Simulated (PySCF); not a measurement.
# Stationary points of TeSCl₂

These are results of PySCF, PBE0, basis Te def2-SVP with ECP28, S def2-SVP, Cl def2-SVP (scalar-relativistic core potentials, no spin–orbit coupling, density fitting), not measurements.

Relaxations began from a few typed shapes. The search is not exhaustive: other isomers or separated fragments can lie lower, and high-lying points may rest on an excited occupation.

| spin | group | bonds | angles | imaginary modes (cm⁻¹) | ΔE (kJ/mol) | ΔE with ZPE (kJ/mol) |
| --- | --- | --- | --- | --- | --- | --- |
| singlet | Cs | Te–Cl 2.402 Å (×2), Te–S 2.206 Å | Cl–Te–Cl 95.3°, Cl–Te–S 106.6° (×2) | none | 0.0 | 0.0 |
| singlet | C2v | Te–Cl 2.480 Å (×2), Te–S 2.217 Å | Cl–Te–Cl 165.4°, Cl–Te–S 97.3° (×2) | 1 found | 84.3 | – |
| singlet | Cs | Te–Cl 2.373 Å, Te–Cl 2.575 Å, Te–S 2.265 Å | Cl–Te–Cl 87.3°, Cl–Te–S 98.2°, Cl–Te–S 174.5° | 176i | 144.3 | – |

The lowest minimum found is the singlet Cs: Te–Cl 2.402 Å (×2), Te–S 2.206 Å; Cl–Te–Cl 95.3°, Cl–Te–S 106.6° (×2).

Counting electrons, tellurium keeps 2 of its valence electrons outside its bonds, so the VSEPR class is AX3E1 and the expected shape is trigonal pyramidal; with unlike ligands the computed point group is Cs.
